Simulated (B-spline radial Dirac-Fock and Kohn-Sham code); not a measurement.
**Satellites and hypersatellites of the K lines of Cu²⁺**

System: the Cu²⁺ ion, configuration [Ar] 3d9, inside a Watson sphere of charge -2 and radius 2.7 Å (a model of the Madelung potential; inside it an electron's potential energy is raised by 10.7 eV).

The computed values come from a radial atomic solver: ΔSCF Dirac-Fock with Breit, self-energy and vacuum polarisation, finite nucleus, configuration average. Each two-hole energy is an average over J within one jj subconfiguration, not an observable level; in light atoms, where LS coupling holds, the j-resolved values are not observed lines, and for a K spectator the Kα1 hypersatellite is nearly forbidden. No correlation.

Lines without a spectator: Kα2 (K-L2) 8026.7 eV, Kα1 (K-L3) 8046.8 eV, Kβ3 (K-M2) 8901.7 eV, Kβ1 (K-M3) 8904.3 eV. Shifts in eV with one spectator hole (a dash: not computed, or left out as unreliable):

```
spectator hole     Kα2     Kα1     Kβ3     Kβ1
        K (1s)  +307.3  +310.2  +382.9  +383.4
    L2 (2p1/2)  +29.34   +35.9       –   +78.6
    L3 (2p3/2)   +32.9   +31.7   +75.4       –
    M2 (3p1/2)       –   +2.74   +5.21   +6.96
    M3 (3p3/2)   +2.46       –   +6.48   +6.02
```

With n spectator holes in 2p, averaged over the 2p shell (energies in eV):

| n | KαLⁿ | step | hypersatellite KαʰLⁿ |
| --- | --- | --- | --- |
| 0 | 8040.1 | – | 8349.3 |
| 1 | 8073.1 | +33.0 | 8383.5 |
| 2 | 8107.1 | +34.0 | 8418.6 |
| 3 | 8142.1 | +35.0 | 8454.8 |
| 4 | 8178.2 | +36.1 | 8492.1 |
| 5 | 8215.4 | +37.2 | 8530.4 |
